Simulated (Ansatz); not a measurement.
Geometry optimisation, Ansatz, RKS B3LYP-D4/STO-3G.

input.yaml

```yaml
crystal:
  periodic: [false, false, false]
  atoms:
    - { symbol: Si, position_ang: [0.0, 0.0, 0.0] }
    - { symbol: F, position_ang: [0.0, 0.0, 1.59] }
    - { symbol: C, position_ang: [1.7634, 0.0, -0.6227] }
    - { symbol: H, position_ang: [2.1111, -1.0463, -0.7509] }
    - { symbol: H, position_ang: [1.8119, 0.5276, -1.5981] }
    - { symbol: H, position_ang: [2.4154, 0.5187, 0.1108] }
    - { symbol: C, position_ang: [-0.8808, 1.5259, -0.6227] }
    - { symbol: H, position_ang: [-1.9334, 1.2723, -0.8671] }
    - { symbol: H, position_ang: [-0.8624, 2.3106, 0.1622] }
    - { symbol: H, position_ang: [-0.3704, 1.9025, -1.5336] }
    - { symbol: C, position_ang: [-0.8808, -1.5259, -0.6227] }
    - { symbol: H, position_ang: [-1.3804, -2.0377, 0.2261] }
    - { symbol: H, position_ang: [-1.6409, -1.2332, -1.3768] }
    - { symbol: H, position_ang: [-0.1449, -2.2146, -1.0879] }
basis:
  gaussian: { orbitals: STO-3G }
hamiltonian:
  xc: b3lyp
  dispersion: d4
relax:
  f_tol: 0.02
  max_steps: 40
output:
  orbitals: {}
```

Launched with:

```bash
$ ansatz run input.yaml --threads 1 --pin off --max-ram 2048MiB --backend cpu --events-out ev --progress --plain --runs-dir out
```

Q: Where does it end, and by what steps?

A: The forces met the threshold. The force dipped under the threshold on the way, but the program's further checks kept it going. Limits of this set-up: minimal basis. After 15 steps the energy has fallen by 0.218 eV; H12 moved furthest, 0.90 Å.

```
step  energy less start (eV)  largest force component (eV/Å)  accepted
   0                  0.0000                           2.025       yes
   1                 -0.1298                           1.061       yes
   2                 -0.1536                           0.356       yes
   3                 -0.1745                           0.197       yes
   4                 -0.1578                           0.630        no
   5                 -0.1851                           0.124       yes
   6                 -0.1918                           0.153       yes
   7                 -0.1973                           0.214       yes
   8                 -0.2100                           0.137       yes
   9                 -0.2088                           0.418        no
  10                 -0.2125                           0.031       yes
  11                 -0.2141                           0.192       yes
  12                 -0.2162                           0.082       yes
  13                 -0.2173                           0.004       yes
  14                 -0.2178                           0.071       yes
  15                 -0.2180                           0.019       yes
```

```xyz
14
Properties=species:S:1:pos:R:3
Si 0.009 -0.050 -0.001
F 0.035 -0.215 1.632
C 1.773 0.046 -0.642
H 2.346 -0.854 -0.386
H 1.782 0.144 -1.735
H 2.308 0.910 -0.228
C -0.916 1.524 -0.450
H -1.955 1.497 -0.097
H -0.439 2.411 -0.014
H -0.939 1.662 -1.538
C -0.861 -1.535 -0.759
H -1.892 -1.630 -0.393
H -0.906 -1.439 -1.852
H -0.337 -2.471 -0.530
```

Whether the end is a true minimum wasn't checked by a vibrational analysis.

Run time: 44 s on 1 thread of Arm Neoverse V2 (shared host), peak memory 0.13 GiB.
